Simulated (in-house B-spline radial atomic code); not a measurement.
How numerical settings move a run on neutral gallium, [Ar] 3d10 4s2 4p1. Computed with an all-electron radial atomic-structure program (B-spline basis): Dirac-Kohn-Sham PBE0, spherical fractional occupations, Fermi nucleus of rms radius 3.9973 fm.

Command:
```bash
python run_scf.py task.json out
```
Settings of the sound reference run:
```
Z                31
electrons        31
configuration    [Ar] 3d10 4s2 4p1
hamiltonian      dirac
method           pbe0
spin_polarised   False
nucleus          fermi
rms_radius       3.9973
mass_number      69
atomic_mass      68.92557
speed_of_light   137.036
knot_spacing     0.22
spline_order     8
gauss_points     12
box_radius       50
max_iterations   70
damping          0.5
damped_steps     3
diis_vectors     10
tolerance        1e-08
start            Thomas-Fermi
```

Time taken, with all properties: 1.6 s on 1 thread of Intel(R) Xeon(R) 6975P-C, on a shared host.

It converges in 10 iterations to -1943.976434 hartree, with 4p3/2 at -2.16085 eV. The other runs change the listed settings, some to values that make no sense; their results aren't properties of the atom or ion. Radii are in bohr (the nuclear one in fm), a minus after a letter asks for a j subshell, and «unchanged» means within 1e-8 hartree. The run stops when the residual is below 10 × tolerance × max(1, Z/10), or a noise floor if that is larger, and the energy moves by less than 1e-8 × √|E| hartree; so very loose and very tight tolerances often act alike.

| changed settings | outcome |
| --- | --- |
| first_knot = 0.00323, max_iterations = 75, diis_vectors = 1 | not converged after 75 iterations, last residual 1.8e+00, last energy +2.10e+02 hartree from the reference |
| first_knot = 0.0968, max_iterations = 60, damping = 0.8, damped_steps = 1, start = bare nucleus | converged in 13 iterations, energy +5.02e+00 hartree from the reference, 4p3/2 level +6.2e-02 eV |
| damped_steps = 0 | converged in 9 iterations, energy unchanged, 4p3/2 level +2.1e-06 eV |
| spline_order = 10, max_iterations = 60, diis_vectors = 0, tolerance = 1e-06 | converged in 11 iterations, energy +5.89e-07 hartree from the reference, 4p3/2 level +4.6e-05 eV |
| damped_steps = 8 | converged in 13 iterations, energy unchanged, 4p3/2 level +5.2e-06 eV |
| gauss_points = 4 | converged in 10 iterations, energy +4.23e-08 hartree from the reference |
| gauss_points = 4, first_knot = 0.0968, max_iterations = 75, tolerance = 1e-06 | converged in 12 iterations, energy +1.93e+03 hartree from the reference, 4p3/2 level +2.6e+00 eV (the program warns: 4p3/2 has a positive eigenvalue: unbound, held by the box; 3s1/2 has a positive eigenvalue: unbound, held by the box) |
| knot_spacing = 0.4, max_iterations = 100, damped_steps = 1, diis_vectors = 2 | converged in 10 iterations, energy +1.96e-04 hartree from the reference, 4p3/2 level -5.9e-07 eV |
| diis_vectors = 1 | not converged after 70 iterations, last residual 2.0e+00, last energy +6.01e+01 hartree from the reference |
| damped_steps = 30 | converged in 17 iterations, energy unchanged, 4p3/2 level +2.3e-06 eV |

Task: What happens with gauss_points = 3?

Result: Converged in 9 iterations, energy +7.14e-05 hartree from the reference, 4p3/2 level +1.5e-05 eV.

Task: What happens with electrons = 37, configuration = [Ar] 3d10 4s2 4p7, max_iterations = 50?

Result: Stopped with error: shell 4p holds at most 6 electrons.

Task: What happens with diis_vectors = 2?

Result: Converged in 11 iterations, energy unchanged, 4p3/2 level -1.5e-06 eV.

Task: What happens with electrons = 34, configuration = [Ar] 3d10 4s2 4p1 5s3, max_iterations = 50?

Result: Stopped with error: shell 5s holds at most 2 electrons.
